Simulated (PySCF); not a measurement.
## Magnetic susceptibility: SMILES C=Cc1pcc(C)pc1CC, C₉H₁₂P₂

Geometry (Å), atoms numbered from 1 in this order:
```xyz
23

C    -2.131    2.511   -0.553
C    -1.709    1.588    0.301
C    -0.401    0.931    0.208
P     0.875    2.019   -0.330
C     2.284    1.016   -0.381
C     2.438   -0.312   -0.058
C     3.804   -0.929   -0.198
P     1.186   -1.384    0.514
C    -0.265   -0.403    0.552
C    -1.476   -1.215    0.950
C    -2.357   -1.523   -0.260
H    -1.533    2.811   -1.399
H    -3.091    2.987   -0.448
H    -2.347    1.293    1.124
H     3.175    1.543   -0.715
H     4.137   -0.884   -1.235
H     4.531   -0.390    0.410
H     3.791   -1.971    0.118
H    -2.062   -0.694    1.710
H    -1.136   -2.160    1.386
H    -3.208   -2.133    0.035
H    -1.784   -2.068   -1.008
H    -2.726   -0.605   -0.712
```

Method: PySCF 2.14.0, GIAO B3LYP/pcSseg-1 magnetisability, rotational g tensor and spin-rotation constants, non-relativistic, gas phase. Geometry: GFN2-xTB.

(1) What are the magnetisability and the molar susceptibility?

(2) Split it along the inertial axes a, b, c into diamagnetic and paramagnetic parts about the centre of mass, with the quadrupole moment.

(3) And the rotational g tensor?

Results:

(1) Isotropic -1894 × 10⁻³⁰ J/T², or -114.1 × 10⁻⁶ cm³/mol; principal values -2765, -1482, -1435 × 10⁻³⁰ J/T², anisotropy 1307 × 10⁻³⁰ J/T² (root of half the summed squared differences of the principal values). The susceptibility is in cgs units.

(2) 
| axis | χ (10⁻⁶ cm³/mol) | diamagnetic (10⁻⁶ cm³/mol) | paramagnetic (10⁻⁶ cm³/mol) | summed x² of all electrons (Å²) | quadrupole Θ (D Å) |
| --- | --- | --- | --- | --- | --- |
| a | -90.1 | -1164.5 | 1074.4 | 401.2 | +11.17 |
| b | -89.0 | -1859.6 | 1770.6 | 237.3 | -6.21 |
| c | -163.1 | -2708.9 | 2545.9 | 37.1 | -4.95 |

Anisotropies 2χaa − χbb − χcc = +71.8 and 2χbb − χaa − χcc = +75.2 × 10⁻⁶ cm³/mol. Θ is traceless in Buckingham's convention.

(3) 
| axis | rotational constant (GHz) | g | nuclear part | electronic part |
| --- | --- | --- | --- | --- |
| a | 1.1778 | -0.0326 | 0.5618 | -0.5945 |
| b | 0.7264 | -0.0170 | 0.5872 | -0.6043 |
| c | 0.4734 | +0.0052 | 0.5715 | -0.5662 |

Asymmetric top; isotopes 12C, 1H, 31P; no vibrational averaging.
